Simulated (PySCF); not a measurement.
# Nuclear quadrupole coupling in `CC(C)O[Si@H](O)C#C[SiH3]`

C5H12O2Si2.
Numbering: `[CH3:1][CH:2]([CH3:3])[O:4][Si@H:5]([OH:6])[C:7]#[C:8][SiH3:9]` (hydrogens: H10, H11, H12 on C1; H13 on C2; H14, H15, H16 on C3; H17 on Si5; H18 on O6; H19, H20, H21 on Si9)

Cartesian coordinates in Å at the GFN2-xTB level; atoms count from 1:
```
atom  x, y, z in Å
C1    -1.3964   -0.5740   -1.0147
C2    -1.6179    0.0289    0.3702
C3    -3.0874    0.3621    0.6101
O4    -0.8717    1.2126    0.4903
Si5    0.6035    1.4319    1.1320
O6     0.9795    2.9806    0.8430
C7     1.8107    0.2450    0.3557
C8     2.5386   -0.5766   -0.1558
Si9    3.6413   -1.8356   -0.9383
H10   -1.9800   -1.4836   -1.1258
H11   -0.3424   -0.8049   -1.1498
H12   -1.6996    0.1392   -1.7776
H13   -1.2820   -0.6917    1.1294
H14   -3.6927   -0.5371    0.5371
H15   -3.2130    0.7949    1.5992
H16   -3.4274    1.0832   -0.1290
H17    0.6294    1.2986    2.5834
H18    0.6685    3.4109    0.0511
H19    4.6390   -2.2631    0.0462
H20    2.8030   -2.9691   -1.3477
H21    4.2880   -1.2354   -2.1093
```

Field gradients from the PBE0/pcSseg-1 density (PySCF, non-relativistic), principal values in atomic units, ordered |Vxx| ≤ |Vyy| ≤ |Vzz|:

| atom | Vxx | Vyy | Vzz |
| --- | --- | --- | --- |
| O4 | -0.4658 | -1.1565 | 1.6223 |
| O6 | -0.4040 | -1.1152 | 1.5192 |

Task: Find the asymmetry η = (Vxx − Vyy)/Vzz and the couplings χ = eQV/h (234.96 MHz × Q in barn × V in au), with Q(17O) = −0.0256 b.

Result: 
```tsv
atom	environment	nucleus	η	χzz (MHz)	χxx (MHz)	χyy (MHz)
O4	silyl ether oxygen	17O	0.43	-9.76	2.80	6.96
O6	silanol oxygen	17O	0.47	-9.14	2.43	6.71
```

Task: What is Vzz at O4 in SI units (1 au = 9.71736 × 10²¹ V/m²)?

Result: 1.6223 au = 15.764 × 10²¹ V/m².

Task: And the gradient at the other heavy atoms, for which no coupling is worked out here?

Result: 
```json
{"atom": "C1", "environment": "methyl carbon", "Vzz (au)": "0.059", "η": "0.48"}
{"atom": "C2", "environment": "sp3 carbon bound to oxygen", "Vzz (au)": "0.412", "η": "0.05"}
{"atom": "C3", "environment": "methyl carbon", "Vzz (au)": "0.058", "η": "0.28"}
{"atom": "Si5", "environment": "oxygen-bound silicon", "Vzz (au)": "-0.388", "η": "0.40"}
{"atom": "C7", "environment": "alkyne carbon", "Vzz (au)": "-0.428", "η": "0.01"}
{"atom": "C8", "environment": "alkyne carbon", "Vzz (au)": "-0.401", "η": "0.06"}
{"atom": "Si9", "environment": "SiH3 silicon", "Vzz (au)": "0.347", "η": "0.05"}
```

Task: What couplings would deuterons (Q(2H) = 0.00286 b) have in place of the hydrogens, at this geometry?

Result: 
```json
{"atom": "H10", "bonded to": "C1", "bond length (Å)": "1.086", "Vzz (au)": "0.3177", "η": "0.03", "χzz (kHz)": "214"}
{"atom": "H11", "bonded to": "C1", "bond length (Å)": "1.087", "Vzz (au)": "0.3101", "η": "0.02", "χzz (kHz)": "208"}
{"atom": "H12", "bonded to": "C1", "bond length (Å)": "1.087", "Vzz (au)": "0.3151", "η": "0.02", "χzz (kHz)": "212"}
{"atom": "H13", "bonded to": "C2", "bond length (Å)": "1.099", "Vzz (au)": "0.2808", "η": "0.09", "χzz (kHz)": "189"}
{"atom": "H14", "bonded to": "C3", "bond length (Å)": "1.086", "Vzz (au)": "0.3170", "η": "0.03", "χzz (kHz)": "213"}
{"atom": "H15", "bonded to": "C3", "bond length (Å)": "1.087", "Vzz (au)": "0.3160", "η": "0.02", "χzz (kHz)": "212"}
{"atom": "H16", "bonded to": "C3", "bond length (Å)": "1.087", "Vzz (au)": "0.3151", "η": "0.02", "χzz (kHz)": "212"}
{"atom": "H17", "bonded to": "Si5", "bond length (Å)": "1.458", "Vzz (au)": "0.1609", "η": "0.01", "χzz (kHz)": "108"}
{"atom": "H18", "bonded to": "O6", "bond length (Å)": "0.953", "Vzz (au)": "0.5119", "η": "0.06", "χzz (kHz)": "344"}
{"atom": "H19", "bonded to": "Si9", "bond length (Å)": "1.465", "Vzz (au)": "0.1594", "η": "0.01", "χzz (kHz)": "107"}
{"atom": "H20", "bonded to": "Si9", "bond length (Å)": "1.468", "Vzz (au)": "0.1577", "η": "0.01", "χzz (kHz)": "106"}
{"atom": "H21", "bonded to": "Si9", "bond length (Å)": "1.466", "Vzz (au)": "0.1589", "η": "0.01", "χzz (kHz)": "107"}
```

Isolated species at its GFN2-xTB geometry (one conformer only). GFN2-xTB bond lengths can be off by several hundredths of an ångström, more for odd bonds, and the gradients follow them. The basis is small and wasn't made for field gradients, so the couplings can be 20 % off.
